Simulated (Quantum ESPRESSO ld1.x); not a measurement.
Ru, 44 electrons, occupied as [Kr] 4d7 5s1 (the NIST ground configuration). Method: Dirac Kohn-Sham, rPW86 exchange with PBE correlation, spin-unpolarised, spherical densities, point nucleus; open shells are shared between the two j in proportion to 2j + 1; computed with ld1.x of Quantum ESPRESSO 7.5.

X-ray form factor f0, the Fourier transform of the density (f0(0) = 44):

sin(theta)/lambda (1/angstrom)  f0 (electrons)
0.05                                    43.068
0.1                                     40.755
0.15                                    37.898
0.2                                     35.016
0.25                                    32.314
0.3                                     29.865
0.4                                     25.794
0.5                                     22.734
0.6                                     20.414
0.8                                     16.906
1                                       13.961
1.25                                    10.827
1.5                                      8.524
2                                        6.110
